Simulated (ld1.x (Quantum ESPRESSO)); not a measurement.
**Varying the TM semilocal potential for bismuth (Bi)**

Base potential:

```json
{"Element": "Bi", "Generator": "ld1.x (Quantum ESPRESSO) 7.5", "Type": "norm-conserving Troullier–Martins (semilocal form)", "Functional": "revPBE", "Relativity": "scalar-relativistic", "Frozen core": "[Xe] 4f14", "Valence charge": "15", "Reference configuration": "5d10 6s2 6p2.5 (charge +0.5)", "Partial waves": "6s (bound): rc 1.40 bohr; 6p (bound): rc 2.60 bohr; 5f channel at -0.05 Ry: rc 2.05 bohr; 5d (bound): rc 1.40 bohr", "Local potential": "the d channel", "Core correction": "Bessel-smoothed model core, default radius (core density twice the valence density)"}
```

All-electron outer shells of the reference configuration (revPBE, scalar-relativistic, ld1.x):

```
shell  level (eV)  outermost node (bohr)  outermost maximum (bohr)
   4f     -156.42                      –                      0.34
   5p      -99.70                   0.48                      0.86
   5d      -30.92                   0.51                      1.03
   6s      -18.08                   0.98                      1.86
   6p       -7.80                   1.14                      2.41
```

Cutoffs, loose and tight: the cutoffs (Ry, on a coarse ladder) from which the occupation-weighted sum of valence levels, in a spherical-Bessel basis at the reference potential, stays within 10 and 1 mRy of its value at 400 Ry. They do not see the model core or the augmentation charge, which bear on the density cutoff. Test errors are all-electron minus pseudo excitation energies from the reference, over the configurations 5d10 6s2 6p3; 5d10 6s2 6p2; 5d10 6s2 6p1; 5d9 6s2 6p3; 5d10 6s2 6p0; 5d10 6s0 6p5; 5d9 6s2 6p4. A dash means not determined; rows that change the core or the reference have their own tests.

A semilocal file is local in each channel, so a ghost entry of none says nothing of the separable form that plane-wave codes build from it.

| change | outcome | cutoff, loose | cutoff, tight | bound ghosts | largest test error (meV) |
| --- | --- | --- | --- | --- | --- |
| base | generated | 110 Ry | 180 Ry | none | -90 |
| wave 5d (bound): rc 1.40 bohr becomes 5d (bound): rc 0.94 bohr | generated | 230 Ry | over 300 Ry | none | -87 |
| wave 5d (bound): rc 1.40 bohr becomes 5d (bound): rc 1.04 bohr | generated | 140 Ry | 230 Ry | none | -90 |
| wave 5d (bound): rc 1.40 bohr becomes 5d (bound): rc 1.18 bohr | generated | 110 Ry | 180 Ry | none | -91 |
| wave 5d (bound): rc 1.40 bohr becomes 5d (bound): rc 1.30 bohr | generated | 110 Ry | 180 Ry | none | -91 |
| wave 5d (bound): rc 1.40 bohr becomes 5d (bound): rc 1.42 bohr | generated | 110 Ry | 180 Ry | none | -90 |
| wave 5d (bound): rc 1.40 bohr becomes 5d (bound): rc 1.56 bohr | generated | 110 Ry | 180 Ry | none | -89 |
| wave 5d (bound): rc 1.40 bohr becomes 5d (bound): rc 1.68 bohr | generated | 110 Ry | 180 Ry | none | -89 |
| wave 5d (bound): rc 1.40 bohr becomes 5d (bound): rc 1.82 bohr | generated | 110 Ry | 180 Ry | none | -90 |
| wave 5d (bound): rc 1.40 bohr becomes 5d (bound): rc 2.00 bohr | generated | 110 Ry | 180 Ry | none | -92 |
| wave 5d (bound): rc 1.40 bohr becomes 5d (bound): rc 2.12 bohr | generated | 110 Ry | 180 Ry | none | -95 |

Reading the sweep of the d radius (base included, trends over the rows without a ghost): The loose cutoff falls from 230 Ry at 0.94 to 110 Ry at 2.12 bohr. A larger radius leaves more room for a smooth pseudo-wave, so fewer plane waves are needed; a smaller one forces it to follow the all-electron wave where it bends sharply. The median size of the test errors (rows with all tests solved) rises from 13.0 meV at 0.94 to 20.8 meV at 2.12 bohr, with one reversal. More of the atom is replaced by a form fitted at one configuration, so other configurations suffer as the radius grows.
